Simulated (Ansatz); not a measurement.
Cartesian coordinates (Å):
```xyz
6

Nb     0.0000     0.0000     0.0000
F     -0.9304    -0.8806     1.3361
F      1.0331    -0.9622    -1.1971
F     -0.1026     1.8429    -0.1391
F      1.4847     0.1691     1.1453
F     -1.4847    -0.1691    -1.1452
```
Charge 0, spin multiplicity 1.

The numbers are results of Ansatz (a first-principles code) with frozen-core CCSD(T)/def2-TZVPP // PBE-D3(BJ)/def2-SVP, not measurements.

| Item | Result |
|---|---|
| HF energy | -554.08957 Ha |
| MP2 correlation energy | -1.71653 Ha |

### Question
Estimate the CCSD correlation energy, the (T) correction, the total energy and the T1 diagnostic.

### Answer

```
Item                             Value
-----------------------  -------------
CCSD correlation energy    -1.68628 Ha
(T) correction             -0.06781 Ha
CCSD(T) total energy     -555.84367 Ha
T1 diagnostic                    0.021
```
